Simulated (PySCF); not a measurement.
# Ionisation energy of P⁺ by level of theory

P⁺ [Ne] 3s2 3p2 (3P) → P²⁺ [Ne] 3s2 3p1 (2P), as a difference of total energies. Calculation: PySCF 2.14, in def2-TZVP; no relativity, point nucleus. Correlated levels: valence: [Ne] frozen. The calculations carry no spin-orbit coupling.

| method | ionisation energy (eV) | difference from reference (eV) |
| --- | --- | --- |
| UHF | 19.164 | -0.605 |
| B3LYP | 19.748 | -0.021 |
| MN15 | 19.797 | +0.028 |
| MP2 (valence) | 19.596 | -0.173 |
| SCS-MP2 (valence) | 19.508 | -0.261 |
| CCSD (valence) | 19.636 | -0.133 |
| CCSD(T) (valence) | 19.670 | -0.099 |

Reference: 19.769 eV (semi-empirical (NIST evaluation); NIST Atomic Spectra Database, ionization energies).

The reference lies between the lowest fine-structure levels, while these numbers refer to the centres of the terms.

Errors of the correlated levels include the incompleteness of this basis and the frozen core.
